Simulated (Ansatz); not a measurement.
Reaction (redistribution): `NBO[SiH3]` + `NCB(O)O` → `NB(N)O[SiH3]` + `CB(O)O`

Calculated with Ansatz (gas phase, PBE0-D4/def2-TZVP geometries, no zero-point term in ΔE). CBS: MP2 limit from def2 TZ/QZ plus the TZ coupled-cluster correction, frozen cores. This one scheme is used for every species. DFT in def2-TZVPP. B3LYP here is the variant with VWN-RPA as its local correlation; programs differ in this. One conformer a species, not always the lowest.

```json
{"level": "PBE-D4", "ΔE (kJ/mol)": "-135.0", "difference from CCSD(T)/CBS": "8.2"}
{"level": "r2SCAN-D4", "ΔE (kJ/mol)": "-145.8", "difference from CCSD(T)/CBS": "-2.6"}
{"level": "B3LYP-D4", "ΔE (kJ/mol)": "-142.4", "difference from CCSD(T)/CBS": "0.8"}
{"level": "ωB97X-V", "ΔE (kJ/mol)": "-137.9", "difference from CCSD(T)/CBS": "5.3"}
{"level": "ωB97M-V", "ΔE (kJ/mol)": "-141.6", "difference from CCSD(T)/CBS": "1.6"}
{"level": "B2PLYP", "ΔE (kJ/mol)": "-142.0", "difference from CCSD(T)/CBS": "1.2"}
{"level": "PBE", "ΔE (kJ/mol)": "-133.9", "difference from CCSD(T)/CBS": "9.3"}
{"level": "r2SCAN", "ΔE (kJ/mol)": "-145.5", "difference from CCSD(T)/CBS": "-2.3"}
{"level": "B3LYP", "ΔE (kJ/mol)": "-140.5", "difference from CCSD(T)/CBS": "2.7"}
{"level": "MP2/def2-TZVPP", "ΔE (kJ/mol)": "-144.3", "difference from CCSD(T)/CBS": "-1.1"}
{"level": "SCS-MP2/def2-TZVPP", "ΔE (kJ/mol)": "-140.7", "difference from CCSD(T)/CBS": "2.5"}
{"level": "CCSD/def2-TZVPP", "ΔE (kJ/mol)": "-141.8", "difference from CCSD(T)/CBS": "1.4"}
{"level": "CCSD(T)/def2-TZVPP", "ΔE (kJ/mol)": "-139.8", "difference from CCSD(T)/CBS": "3.4"}
{"level": "SCS-MP2/def2-QZVPP", "ΔE (kJ/mol)": "-142.9", "difference from CCSD(T)/CBS": "0.3"}
{"level": "MP2/CBS(def2)", "ΔE (kJ/mol)": "-147.7", "difference from CCSD(T)/CBS": "-4.5"}
{"level": "CCSD/CBS(def2)", "ΔE (kJ/mol)": "-145.2", "difference from CCSD(T)/CBS": "-2.0"}
{"level": "CCSD(T)/CBS", "ΔE (kJ/mol)": "-143.2", "difference from CCSD(T)/CBS": "0"}
```

Largest T1 diagnostic among the species: 0.012.

In def2-TZVPP, CCSD(T) changes the Hartree–Fock value by +9.7 kJ/mol (the triples alone add +2.0 kJ/mol) and MP2 by +5.3 kJ/mol. From PBE to PBE0 (25 % exact exchange), in def2-TZVPP and without D4, ΔE moves by −5.4 kJ/mol.
